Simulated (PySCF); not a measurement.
HfO, SMILES [Hf]=[O], multiplicity 1.

Geometry optimised at B3LYP-D3(BJ)/def2-TZVPD. The spin state was assumed, not searched. The def2 effective core potentials stand for the cores of Hf; spin–orbit coupling is left out.

Computed with PySCF 2.14.0 with TDA-PBE0/def2-TZVPD.

Vertical excitations; the highest root listed may be one member of a degenerate set. Isolated molecule, no solvent. State labels are in the subgroup C2v.

```json
[
 {"state": "S1", "symmetry": "A2", "energy (eV)": "2.02", "λ (nm)": "614", "f": "0.000", "main pairs": "HOMO→LUMO+1 (degenerate set)"},
 {"state": "S2", "symmetry": "A1", "energy (eV)": "2.02", "λ (nm)": "614", "f": "0.000", "main pairs": "HOMO→LUMO (degenerate set)"},
 {"state": "S3", "symmetry": "B1", "energy (eV)": "3.30", "λ (nm)": "376", "f": "0.225", "main pairs": "HOMO→LUMO+2 (degenerate set)"},
 {"state": "S4", "symmetry": "B2", "energy (eV)": "3.30", "λ (nm)": "376", "f": "0.225", "main pairs": "HOMO→LUMO+3 (degenerate set)"},
 {"state": "S5", "symmetry": "A1", "energy (eV)": "3.83", "λ (nm)": "324", "f": "0.286", "main pairs": "HOMO→LUMO+4 98 %"},
 {"state": "S6", "symmetry": "B2", "energy (eV)": "5.00", "λ (nm)": "248", "f": "0.404", "main pairs": "HOMO→LUMO+6 (degenerate set)"},
 {"state": "S7", "symmetry": "B1", "energy (eV)": "5.00", "λ (nm)": "248", "f": "0.404", "main pairs": "HOMO→LUMO+5 (degenerate set)"},
 {"state": "S8", "symmetry": "B2", "energy (eV)": "5.01", "λ (nm)": "248", "f": "0.000", "main pairs": "HOMO−2→LUMO+1, HOMO−1→LUMO (degenerate set)"},
 {"state": "S9", "symmetry": "B1", "energy (eV)": "5.01", "λ (nm)": "248", "f": "0.000", "main pairs": "HOMO−1→LUMO+1, HOMO−2→LUMO (degenerate set)"},
 {"state": "S10", "symmetry": "A2", "energy (eV)": "5.11", "λ (nm)": "243", "f": "0.000", "main pairs": "HOMO−3→LUMO+1 99 %"},
 {"state": "T1", "symmetry": "A1", "energy (eV)": "0.79", "λ (nm)": "1565", "f": "0", "main pairs": "HOMO→LUMO (degenerate set)"},
 {"state": "T2", "symmetry": "A2", "energy (eV)": "0.79", "λ (nm)": "1565", "f": "0", "main pairs": "HOMO→LUMO+1 (degenerate set)"},
 {"state": "T3", "symmetry": "B2", "energy (eV)": "1.93", "λ (nm)": "644", "f": "0", "main pairs": "HOMO→LUMO+3 (degenerate set)"},
 {"state": "T4", "symmetry": "B1", "energy (eV)": "1.93", "λ (nm)": "644", "f": "0", "main pairs": "HOMO→LUMO+2 (degenerate set)"}
]
```
Triplets are in the Tamm–Dancoff approximation.
